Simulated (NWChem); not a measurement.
System meant: SiH$_{4}$TeSeO; SMILES [SiH3]O[Te][SeH]

Input file for NWChem:

```
start job
memory heap 200 mb stack 900 mb global 1100 mb
geometry units angstroms noautoz
  Te     0.881157     0.084097    -0.083853
  Se    -0.728172    -1.825836    -0.015637
  H     -0.427268    -2.267619     1.360941
  O     -0.204192     1.565196     0.715018
  Si    -1.385370     2.401832    -0.128467
  H     -0.815968     3.059345    -1.346397
  H     -1.914911     3.439404     0.802097
  H     -2.495855     1.495701    -0.555025
end
basis spherical
  * library def2-svp
end
dft
  xc xpbe96 cpbe96
  iterations 150
  mulliken
end
task dft energy
```

End of the output:

```
             Grid Information
             ----------------
          Grid used for XC integration:  medium
          Radial quadrature: Mura-Knowles
          Angular quadrature: Lebedev.
          Tag              B.-S. Rad. Rad. Pts. Rad. Cut. Ang. Pts.
          ---              ---------- --------- --------- ---------
          Te                  1.40      123          12.0       590
          Se                  1.15      112          13.0       590
          H                   0.35       45          14.0       434
          O                   0.60       49          10.0       434
          Si                  1.10       88          12.0       590
          Grid pruning is: on
          Number of quadrature shells:   552
          Spatial weights used:  Erf1

          Convergence Information
          -----------------------
          Convergence aids based upon iterative change in
          total energy or number of iterations.
          Levelshifting, if invoked, occurs when the
          HOMO/LUMO gap drops below (HL_TOL):  1.00D-02
          DIIS, if invoked, will attempt to extrapolate
          using up to (NFOCK): 10 stored Fock matrices.

                    Damping( 0%)  Levelshifting(0.5)       DIIS
                  --------------- ------------------- ---------------
          dE  on:    start            ASAP                start
          dE off:    2 iters        150 iters           150 iters

      Screening Tolerance Information
      -------------------------------
          Density screening/tol_rho:  1.00D-10
          AO Gaussian exp screening on grid/accAOfunc:  14
          CD Gaussian exp screening on grid/accCDfunc:  20
          XC Gaussian exp screening on grid/accXCfunc:  20
          Schwarz screening/accCoul:  1.00D-08

      Superposition of Atomic Density Guess
      -------------------------------------

      charge =      52.0 Te (Tellurium)

      symmetry species            s     p     d     f
      number of basis functions =10     7     6
      number of cont. functions = 4     4     2
      number of closed shells   = 5     3     2
      number of open shells     = 0     1     0
      open shell occupation     = 0     4     0
 ------------------------------------------------------------------------
 atomscf:atomd: error in atom scf                   0
 ------------------------------------------------------------------------
 ------------------------------------------------------------------------
  current input line :
    21: task dft energy
 ------------------------------------------------------------------------
 ------------------------------------------------------------------------
 This error has not yet been assigned to a category
 ------------------------------------------------------------------------
 For more information see the NWChem manual at https://nwchemgit.github.io

0:atomscf:atomd: error in atom scf:Received an Error in Communication
```

Q: Can this run be used? If not, why, and what is the fix?

A: The run crashed. Cause: the def2 basis of a heavy element holds valence functions alone and wants its effective core potential (without it all electrons must fit into that basis). This input runs:
```
start job
memory heap 200 mb stack 900 mb global 1100 mb
geometry units angstroms noautoz
  Te     0.881157     0.084097    -0.083853
  Se    -0.728172    -1.825836    -0.015637
  H     -0.427268    -2.267619     1.360941
  O     -0.204192     1.565196     0.715018
  Si    -1.385370     2.401832    -0.128467
  H     -0.815968     3.059345    -1.346397
  H     -1.914911     3.439404     0.802097
  H     -2.495855     1.495701    -0.555025
end
basis spherical
  Te library def2-svp
  Se library def2-svp
  H library def2-svp
  O library def2-svp
  Si library def2-svp
end
ecp
  Te library def2-ecp
end
dft
  xc xpbe96 cpbe96
  iterations 150
  mulliken
end
task dft energy
```
It converges to -3035.67884 Ha (PBE/def2-SVP with def2 effective core potentials on Te).
